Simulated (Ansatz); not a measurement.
FeI2, relaxed as a singlet with RKS PBE0-D4/def2-TZVP in Ansatz, starting from the PBE0-D4/def2-TZVP geometry of the neutral quintet. Force threshold 0.02 eV/Å.

In the def2 sets I takes a core potential; there is no spin–orbit coupling. The restricted singlet is unstable towards broken spin symmetry at other levels; at PBE0-D4/def2-TZVP this wasn't settled. At PBE0-D4/def2-TZVP a quintet of charge 0 lies 3.55 eV below the restricted singlet, each at its own geometry.

Start:

```xyz
3

Fe    0.0108   -0.0138   -0.0010
I    -0.1625   -0.2862    2.4575
I     0.1517    0.2999   -2.4565
```

Question: Estimate the energy that the relaxation releases and the steps that it takes.

Answer: 0.59 eV, in 4 steps; 44 s on 2 threads of Intel Xeon 6975P-C on a shared host. No frequencies were taken in this run, so the end may be a saddle point.

Question: Does the start keep its bonding and symmetry?

Answer: By distances, no bond broke or formed. The bond that changes most is Fe1–I2, from 2.48 to 2.41 Å (atoms count from 1). Point group D∞h at the start, D∞h at the end, both within 0.05 Å; within 0.015 Å the end is C∞v.

Question: Predict the relaxed structure.

Answer: 
```xyz
3

Fe    0.011   -0.014   -0.001
I    -0.158   -0.277    2.385
I     0.147    0.292   -2.384
```
Bond lengths: 2 × Fe–I 2.41 Å.
